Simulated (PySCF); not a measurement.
C2H7ClSi3, SMILES Cl[Si@@H]1C=C[SiH2][SiH2]1. Atoms are numbered in the order given.

```xyz
13

Cl     2.3833     0.4487    -1.0253
Si     1.0477    -0.0055     0.5079
C      0.2523    -1.6683     0.1510
C     -1.0741    -1.8012    -0.0518
Si    -2.2815    -0.3465    -0.0027
Si    -0.8183     1.4159     0.5087
H      1.8463    -0.0524     1.7678
H      0.8912    -2.5614     0.0948
H     -1.4719    -2.8052    -0.2608
H     -2.9810    -0.2082    -1.3178
H     -3.3219    -0.5756     1.0482
H     -0.7330     2.4738    -0.5403
H     -1.0850     2.0237     1.8475
```

Geometry: PBE0-D3(BJ)/def2-SVP. The structure was generated by enumeration; whether it is a known compound was not checked.

The numbers are results of PBE0/pcSseg-1 in PySCF, not measurements.

GIAO shieldings, no solvent; atoms listed in one row are averaged. δ = σ(ref) − σ: ³⁵Cl against HCl (σ = 945.9 ppm); ²⁹Si against TMS (σ = 352.7 ppm); ¹³C against TMS (σ = 186.3 ppm); ¹H against TMS (σ = 31.56 ppm), references at their B3LYP-D3(BJ)/def2-TZVP geometries, non-relativistic (without spin–orbit terms, shifts of atoms bonded to Cl or Br come out too high).

Estimate the chemical shifts. (Estimate from the structure and the level; the computed values follow.)


| nucleus | atoms | count | δ (ppm) |
|---|---|---|---|
| ³⁵Cl | Cl1 | 1 | -21.3 |
| ²⁹Si | Si2 | 1 | 12.2 |
| ²⁹Si | Si5 | 1 | -60.4 |
| ²⁹Si | Si6 | 1 | -123.6 |
| ¹³C | C3 | 1 | 164.8 |
| ¹³C | C4 | 1 | 162.0 |
| ¹H | H8 | 1 | 7.82 |
| ¹H | H9 | 1 | 7.82 |
| ¹H | H7 | 1 | 6.06 |
| ¹H | H10 | 1 | 4.85 |
| ¹H | H11 | 1 | 4.67 |
| ¹H | H12, H13 | 2 | 3.55 |
